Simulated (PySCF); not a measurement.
C₂H₇Al, charge +1, doublet, geometry from GFN2-xTB (such geometries of metal compounds can be far from the true shape) (a state made from the parent by changing its charge; the spin is typed, not shown lowest); PBE0/cc-pVDZ in PySCF.

Input for PySCF:
```python
from pyscf import gto, scf, dft

mol = gto.M(
    atom='''
Al    0.21245422   -0.05862416   -0.17834376
C    -0.47701543   -1.82207545    0.47936475
H     0.14271414   -2.58097180   -0.02812227
H    -1.53135447   -1.97330328    0.21413471
H    -0.36344163   -1.92419206    1.56641333
C     0.05422794    1.93877437   -0.12417154
H     0.87129886    2.30998632   -0.76612119
H     0.17831252    2.33333941    0.89258143
H    -0.90900968    2.27988746   -0.52519064
H     1.38630040   -0.38282564   -1.16638584
''',
    basis='cc-pvdz',
    charge=1,
    spin=1,
    verbose=4,
)

mf = dft.UKS(mol)
mf.xc = 'pbe0'
mf.grids.atom_grid = (99, 590)
mf.grids.prune = None
mf.kernel()
```

Output, abridged:

```
PySCF version 2.14.0

[INPUT] verbose = 4
[INPUT] num. atoms = 10
[INPUT] num. electrons = 31
[INPUT] charge = 1
[INPUT] spin (= nelec alpha-beta = 2S) = 1
[INPUT] symmetry False subgroup None
[INPUT] Mole.unit = angstrom
[INPUT] Symbol           X                Y                Z      unit          X                Y                Z       unit  Magmom
[INPUT]  1 Al     0.212454220000  -0.058624160000  -0.178343760000 AA    0.401480289808  -0.110783606683  -0.337020862425 Bohr   0.0
[INPUT]  2 C     -0.477015430000  -1.822075450000   0.479364750000 AA   -0.901428519892  -3.443223578794   0.905868091271 Bohr   0.0
[INPUT]  3 H      0.142714140000  -2.580971800000  -0.028122270000 AA    0.269690638703  -4.877329837226  -0.053143388301 Bohr   0.0
[INPUT]  4 H     -1.531354470000  -1.973303280000   0.214134710000 AA   -2.893840547928  -3.729002759906   0.404655955663 Bohr   0.0
[INPUT]  5 H     -0.363441630000  -1.924192060000   1.566413330000 AA   -0.686805142966  -3.636196004463   2.960092191568 Bohr   0.0
[INPUT]  6 C      0.054227940000   1.938774370000  -0.124171540000 AA    0.102475954899   3.663752576626  -0.234650203065 Bohr   0.0
[INPUT]  7 H      0.871298860000   2.309986320000  -0.766121190000 AA    1.646516218046   4.365241496292  -1.447759227326 Bohr   0.0
[INPUT]  8 H      0.178312520000   2.333339410000   0.892581430000 AA    0.336961827381   4.409372440554   1.686734446573 Bohr   0.0
[INPUT]  9 H     -0.909009680000   2.279887460000  -0.525190640000 AA   -1.717779339779   4.308362894230  -0.992466472785 Bohr   0.0
[INPUT] 10 H      1.386300400000  -0.382825640000  -1.166385840000 AA    2.619728082375  -0.723435613061  -2.204149793171 Bohr   0.0

nuclear repulsion = 94.1518486352173
number of shells = 36
number of NR pGTOs = 142
number of NR cGTOs = 81
basis = cc-pvdz
ecp = {}

******** <class 'pyscf.dft.uks.UKS'> ********
method = UKS
initial guess = minao
damping factor = 0
level_shift factor = 0
DIIS = <class 'pyscf.scf.diis.CDIIS'>
diis_start_cycle = 1
diis_space = 8
diis_damp = 0
SCF conv_tol = 1e-09
SCF conv_tol_grad = None
SCF max_cycles = 50
direct_scf = True
direct_scf_tol = 1e-13
number electrons alpha = 16  beta = 15
XC library pyscf.dft.libxc version 7.1.2
    S. Lehtola, C. Steigemann, M. J. T. Oliveira, and M. A. L. Marques,  SoftwareX 7, 1–5 (2018)
XC functionals = pbe0
    C. Adamo and V. Barone,  J. Chem. Phys. 110, 6158 (1999)
    M. Ernzerhof and G. E. Scuseria,  J. Chem. Phys. 110, 5029 (1999)
radial grids:
    Treutler-Ahlrichs [JCP 102, 346 (1995); DOI:10.1063/1.469408] (M4) radial grids

becke partition: Becke, JCP 88, 2547 (1988); DOI:10.1063/1.454033
pruning grids: None
grids dens level: 3
symmetrized grids: False
atomic radii adjust function: <function treutler_atomic_radii_adjust>
User specified grid scheme (99, 590)
small_rho_cutoff = 0
Set gradient conv threshold to 3.16228e-05
tot grids = 584104
init E= -322.402409626047

cycle= 1 E= -322.218907952292  delta_E= 0.184  |g|= 0.262  |ddm|= 1.71
cycle= 2 E= -322.208011965628  delta_E= 0.0109  |g|= 0.298  |ddm|= 0.544
cycle= 3 E= -322.267159357775  delta_E= -0.0591  |g|= 0.0281  |ddm|= 0.277
cycle= 4 E= -322.267729339095  delta_E= -0.00057  |g|= 0.00917  |ddm|= 0.0364
cycle= 5 E= -322.267822528794  delta_E= -9.32e-05  |g|= 0.00269  |ddm|= 0.0145
cycle= 6 E= -322.267835764305  delta_E= -1.32e-05  |g|= 0.000864  |ddm|= 0.00662
cycle= 7 E= -322.267836267803  delta_E= -5.03e-07  |g|= 0.0011  |ddm|= 0.00246
cycle= 8 E= -322.26783708369  delta_E= -8.16e-07  |g|= 0.000189  |ddm|= 0.00119
cycle= 9 E= -322.267837123862  delta_E= -4.02e-08  |g|= 5.14e-05  |ddm|= 0.000327
cycle= 10 E= -322.267837127617  delta_E= -3.75e-09  |g|= 9.91e-06  |ddm|= 0.000112
cycle= 11 E= -322.267837127845  delta_E= -2.28e-10  |g|= 4.87e-06  |ddm|= 2.57e-05
Extra cycle  E= -322.267837127854  delta_E= -8.98e-12  |g|= 4.6e-06  |ddm|= 1.08e-05
converged SCF energy = -322.267837127854  <S^2> = 0.75894554  2S+1 = 2.0089256
```
